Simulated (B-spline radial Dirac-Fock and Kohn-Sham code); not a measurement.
# Dipole and non-dipole photoemission parameters of Rh⁴⁺ 4s

System: the Rh⁴⁺ ion, [Kr] 4d5; threshold 144.1 eV (orbital energy of the model). The computed values come from an atomic code on a B-spline grid: Dirac-Hartree-Slater photoionisation with a Latter tail; cross sections with all multipoles, angular parameters from the dipole term and its interference with E2.

Input of the calculation (task.json; shells as n, l, electrons):

```json
{"items": [{
  "Z": 45,
  "q": 4,
  "cfg": [[1, 0, 2], [2, 0, 2], [2, 1, 6], [3, 0, 2], [3, 1, 6], [3, 2, 10], [4, 0, 2], [4, 1, 6], [4, 2, 5]],
  "A": 103,
  "rrms": 4.4945,
  "do": "xps",
  "hv": [59.4, 60, 124.0, 165.0, 212.0, 225.0, 300, 347.0, 369.0, 391.0, 421.0, 577.0, 600, 610.0, 619.0, 626.0, 998.0, 1240.0, 1760.0, 1880.0, 2250.0, 2820.0, 2860.0, 2984.4, 3830.0, 4000, 4500.0, 5414.7, 6000, 12000]
}]}
```

Launch: `python xray2_run.py task.json out`

For linearly polarised light dσ/dΩ = σ/(4π) [1 + β P₂(cos θ) + (δ + γ cos²θ) sin θ cos φ], with θ from the polarisation vector and φ the angle between the beam and the projection of the electron momentum on the plane normal to the polarisation.

```
hν (eV)  σ (kb)      β       γ
    165     186  1.976   0.221
    212     147  1.982   0.292
    225     138  1.984   0.303
    300    98.5  1.987   0.321
    347    81.3  1.988   0.317
    369    74.7  1.989   0.314
    391    68.8  1.989   0.308
    421    61.9  1.990   0.300
    577    38.7  1.991   0.249
    600    36.5  1.992   0.241
    610    35.5  1.992   0.237
    619    34.7  1.992   0.234
    626    34.1  1.992   0.231
    998    15.8  1.993   0.105
   1240    10.9  1.994   0.042
   1760    5.86  1.994  -0.046
   1880    5.20  1.994  -0.059
   2250    3.75  1.995  -0.084
   2820    2.46  1.995  -0.090
   2860    2.39  1.995  -0.089
 2984.4    2.21  1.995  -0.086
   3830    1.36  1.995  -0.037
   4000       ?      ?       ?
   4500   0.988  1.995   0.023
 5414.7   0.679  1.995   0.124
   6000   0.550  1.995   0.194
  12000   0.123  1.994   0.957
```

Task: Give the values at 4000 eV.

Result: σ = 1.25 kb, β = 1.995, γ = -0.023. For an s subshell δ is negligible.
